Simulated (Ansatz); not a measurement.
Breaking the C4–H7 bond in C2H6Te (SMILES CC[TeH]) (multiplicity 1 held, fragments rigid). Energies count from the point at 1.090 Å.
Geometry at that point (charge 0, multiplicity 1):
```xyz
9

Te    -0.441    -0.155     0.452
H     -1.524    -0.012    -0.803
C      1.281    -0.198    -0.881
C      1.484     1.082    -1.672
H      1.151    -1.065    -1.525
H      2.117    -0.399    -0.212
H      1.607     1.942    -1.012
H      0.635     1.284    -2.326
H      2.377     1.003    -2.299
```

R- and RO- levels are restricted; in cc, def2 and unpolarised 6-31G sets they are followed outwards from rest. U- levels take the lowest unrestricted solution at each point, which mixes spins at long bonds. Active spaces are followed from a long bond inwards. Curves can end on different states.

Cores are frozen in the correlated methods. Filled d and f shells under p-block atoms count as core.

Codes used: Ansatz (Gaussian orbitals). Values without a source in brackets are computed. In def2 rows elements past Kr take small-core potentials, without spin–orbit coupling.

Energies in kcal/mol.

```csv
R (Å),R-SCS-MP2/def2-SVP,U-SCS-MP2/def2-SVP,"FIC-NEVPT4(SD) on CASSCF(2,2)/def2-SVP","FIC-MRCISD+Q on CASSCF(2,2)/def2-SVP"
0.872,32.9,32.9,33.0,33.0
0.981,7.0,7.0,7.2,7.1
1.090,0.0,0.0,0.0,0.0
1.199,3.2,3.2,3.0,3.1
1.308,11.9,11.9,11.3,11.4
1.472,29.2,29.2,?,27.9
1.635,47.8,47.8,45.1,45.2
1.908,76.3,87.6,?,70.3
2.180,99.3,102.9,88.1,88.3
2.507,119.6,109.4,101.1,101.2
2.944,135.6,112.0,?,108.7
3.489,141.0,112.7,111.3,111.3
```

Question: What belongs in the gaps?

Answer: 
- 2.944, FIC-NEVPT4(SD) on CASSCF(2,2)/def2-SVP: 108.6
- 1.908, FIC-NEVPT4(SD) on CASSCF(2,2)/def2-SVP: 70.1
- 1.472, FIC-NEVPT4(SD) on CASSCF(2,2)/def2-SVP: 27.8

Doubts at one or more of the structures used: a restricted determinant that unrestricted orbitals would lower (R-SCS-MP2/def2-SVP); a spin-contaminated determinant (U-SCS-MP2/def2-SVP).

Ansatz is an electronic-structure program.
